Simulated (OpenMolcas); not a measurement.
Ag5+: moving or changing the point charges

Ag5+ among 6 point charges of -1.5 e arranged as a trigonal antiprism (D3d), 1.96 Å from the ion, with a polar angle of 59.1° against the regular 54.74°.
```
   0.0000    1.6821    1.0061  -1.50
  -1.4567   -0.8410    1.0061  -1.50
   1.4567   -0.8410    1.0061  -1.50
   0.0000   -1.6821   -1.0061  -1.50
   1.4567    0.8410   -1.0061  -1.50
  -1.4567    0.8410   -1.0061  -1.50
```

```yaml
Program: OpenMolcas
Method: CASSCF
Basis: ANO-RCC-VDZP [6s5p3d1f]
Scalar_Hamiltonian: DKH2, point nucleus
Active_space: 6 electrons in 5 orbitals (4d)
State_averaging: 2S+1 = 5 even, 5 roots; 2S+1 = 3 even, 45 roots; 2S+1 = 1 even, 50 roots
Spin-orbit_coupling: state interaction with AMFI integrals over the reference wave functions
```

Runs around this geometry, states (labels of D3, the rotations of D3d). Energies in cm-1 above the lowest state or level, χT in cm3 K/mol.

```csv
R (Å),q (e),Polar angle / regular,Ground state,First state of that spin,First gap with spin-orbit (degeneracies),χT at 300 K,First state of another spin
1.96,-0.98,1.08,5A1,5E 1191,"134.4 (1, 2)",4.875,3A2 22675
1.77,-1.5,1.08,5A1,5E 2532,"173.6 (1, 2)",4.318,3A2 20457
1.96,-1.5,1.08,5A1,5E 1854,"159.5 (1, 2)",4.608,3A2 22090
2.12,-1.5,1.08,5A1,5E 1447,"142.9 (1, 2)",4.812,3A2 22759
1.96,-1.5,1.17,5A1,5E 2755,"174.8 (1, 2)",4.470,3A2 22745
```

Taking the first state of the same spin as R^-n, n = -ln(1447 / 2532) / ln(2.12 / 1.77) = 3.1 between the shortest and longest distance.

Scaling the charges by -0.98 / -1.5 = 0.65 scales the first state of the same spin by 1191 / 1854 = 0.64; with fixed orbitals a first-order splitting would follow the charge.

Without dynamic correlation the repulsion within the d shell is too large (B by tens of per cent), so at a given field states of lower spin stand too high. Point charges give a weaker field than real ligands, and real ions of this kind are as a rule low spin; the high spin found here belongs to the model. Spin-orbit coupling mixes the spin-free states strongly: the lowest level takes only 64 % from its leading state, 5A1 (figures for R = 1.96, q = -0.98, ratio = 1.08; the like holds for R = 2.12, q = -1.5, ratio = 1.08). The ground term spreads over less than 5000 cm-1, several times less than with real ligands, so orbital moments are less quenched and χT lies further from the spin-only value than at real sites (holds for R = 1.96, q = -0.98, ratio = 1.08; R = 2.12, q = -1.5, ratio = 1.08). Point charges carry no covalency, so the field is a model and not that of real ligands. No measured value stands beside these numbers.
